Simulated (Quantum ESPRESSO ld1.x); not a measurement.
Values are calculated unless marked as measured or tabulated.
All-electron atom: As3+ in [Ar] 3d10 4s2 (the NIST ground configuration).

Code: ld1.x of Quantum ESPRESSO 7.5. Model: Dirac Kohn-Sham, PW91, spin-unpolarised, spherical densities, point nucleus.

Energy parts (eV):
total: -61481.5
kinetic: 62870.7
electron-nucleus: -147368.4
Hartree: 25283.1
exchange-correlation: -2266.9

Orbitals (lengths in bohr, moments of r in powers of bohr; <r^-3> diverges for s and p1/2; r(max) is where P^2 peaks; r(90%) holds 90 % of the orbital's charge):
orbital,occ.,eigenvalue (eV),<1/r>,<r^-3>,r(90%),r(max)
1s1/2,2,-11753.194,33.47,-,0.0813,0.030
2s1/2,2,-1521.112,7.416,-,0.314,0.171
2p1/2,2,-1363.002,7.381,-,0.286,0.134
2p3/2,4,-1326.406,7.167,1065,0.291,0.137
3s1/2,2,-224.699,2.395,-,0.893,0.523
3p1/2,2,-171.544,2.272,-,0.935,0.514
3p3/2,4,-166.508,2.221,147.8,0.951,0.523
3d3/2,4,-75.484,1.925,17.42,1.12,0.475
3d5/2,6,-74.748,1.912,16.91,1.13,0.479
4s1/2,2,-44.559,0.7592,-,2.55,1.53

The highest occupied level is 4s1/2 at -44.559 eV. Summed over all electrons, <r^2> = 16.38 bohr^2, which gives a Langevin (diamagnetic) susceptibility term of -13 x 10^-6 cm^3/mol. The density falls to 0.001 e/bohr^3 at r = 3.15 bohr.
